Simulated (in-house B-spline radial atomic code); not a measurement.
# RPA and G0W0 on SCAN: the neon ion Ne³⁺

Configuration [He] 2s2 2p3, highest spin, mean-field start SCAN. Computed with a B-spline radial code for spherical atoms: all electrons, scalar-relativistic (spin-free one-electron X2C), finite nucleus, each spin shell either full or empty, empty states to l = 9 with an (l + 1/2)⁻⁴ tail; G0W0 by contour deformation at full frequency.

Command:
```bash
python run_gw.py task.json out
```
Settings (radii: box in bohr, nucleus in fm):
```
Z                        10
electrons                7
configuration            [He] 2s2 2p3
hamiltonian              x2c
method                   scan,scan
lmax                     9
rms_radius               3.0055
spin_polarised           True
box_radius               14.14
intervals                70
```

Cost of the run: 0.8 s on 1 thread of AMD EPYC 9R14 (shared host).

Energies (hartree):

| term | value |
| --- | --- |
| mean-field total | -124.45237 |
| Hartree-Fock functional on these orbitals | -124.24675 |
| direct second order | -0.40624 |
| second-order exchange | 0.1922 |
| SOSEX correction | 0.17126 |

(1) What is the RPA correlation energy, and what remains with SOSEX?

Quasi-particle levels (eV):

| level | occupied | mean field | Σx - vxc | Σc | QP weight | G0W0 |
| --- | --- | --- | --- | --- | --- | --- |
| 2p up | yes | -85.37 | -13.09 | ? | ? | ? |
| 2s down | yes | -98.18 | -8.80 | -2.16 | 0.956 | -109.13 |
| 2p down | no | -73.33 | 14.03 | -4.07 | 0.960 | -63.38 |

G0W0 = mean field + (Σx - vxc) + Σc, with Σc (partial-wave tail included) taken at the quasi-particle energy. Levels of low weight are left out.

(2) Where does G0W0 put 2p up?

## Answers

(1) RPA gives -0.35762 hartree (-1.39 eV per electron); RPA + SOSEX gives -0.18637, and the second-order doubles -0.21404 hartree (no singles). SOSEX takes back 48 % of the RPA value.

(2) At -96.90 eV, with Σc = 1.57 eV and a quasi-particle weight of 0.951. The tabulated removal energy is 97.190 ± 0.0025 eV (NIST, semi-empirical).
